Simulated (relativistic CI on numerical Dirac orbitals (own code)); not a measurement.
Calculated at this level of theory: Dirac-Coulomb-Breit CI, KLI orbitals optimised for each configuration, model QED, unscaled Slater integrals (own radial code, finite nucleus).

CI space (outside the closed core [Ar] 3d10): 4s2 4p6 4d10 4f, 4s2 4p6 4d10 5s, 4s2 4p6 4d9 4f2, 4s2 4p6 4d10 5p, 4s2 4p5 4d10 4f2, 4s2 4p6 4d10 5d, 4s2 4p6 4d9 4f 5s, 4s 4p6 4d10 4f2, 4s2 4p6 4d10 5f, 4s2 4p6 4d9 4f 5p, 4s2 4p6 4d10 6s, 4s2 4p6 4d10 5g, 4s2 4p6 4d10 6p, 4s2 4p6 4d10 6d, 4s2 4p6 4d10 6f, 4s2 4p5 4d10 4f 5s, 4s2 4p6 4d10 7s, 4s2 4p6 4d9 4f 5f, 4s2 4p6 4d10 7p, 4s 4p6 4d10 5s2, 4s2 4p6 4d10 8s, 4s2 4p6 4d9 4f 6p. Double excitations out of closed p, d and f shells are left out; levels of such configurations are missing from the list, as are those of other unlisted configurations, and high levels can miss mixing partners.

At this charge energies of transitions that change n are usually good to better than 1 %, and those within a shell (Δn = 0) to a few per cent.

Outline of the computed level scheme of Ta XXVII. Lowest level of each configuration: 4s2 4p6 4d10 4f 2F°_5/2 at 0.000 eV; 4s2 4p6 4d10 5s 2S_1/2 at 124.932 eV; 4s2 4p6 4d10 5p 2P°_1/2 at 168.162 eV; 4s2 4p6 4d9 4f2 4F_3/2 at 185.441 eV.

Some strong electric-dipole decays among the lowest 45 levels: 4s2 4p6 4d10 5p 2P°_3/2 → 4s2 4p6 4d10 5s 2S_1/2 (5.6e+10 s⁻¹); 4s2 4p6 4d9 4f2 2G_9/2 → 4s2 4p6 4d10 4f 2F°_7/2 (2.0e+10 s⁻¹); 4s2 4p6 4d9 4f2 4G_5/2 → 4s2 4p6 4d10 4f 2F°_5/2 (1.6e+10 s⁻¹); 4s2 4p6 4d10 5p 2P°_1/2 → 4s2 4p6 4d10 5s 2S_1/2 (1.4e+10 s⁻¹); 4s2 4p6 4d9 4f2 2G_7/2 → 4s2 4p6 4d10 4f 2F°_5/2 (1.3e+10 s⁻¹); 4s2 4p6 4d9 4f2 2D_3/2 → 4s2 4p6 4d10 4f 2F°_5/2 (8.7e+09 s⁻¹); 4s2 4p6 4d9 4f2 2H_9/2 → 4s2 4p6 4d10 4f 2F°_7/2 (5.7e+09 s⁻¹); 4s2 4p6 4d9 4f2 2F_7/2 → 4s2 4p6 4d10 4f 2F°_5/2 (5.1e+09 s⁻¹).

LS names give the leading component of a level, which can be under half, so a name can repeat, a term be missing and a line seem to break the LS rules.
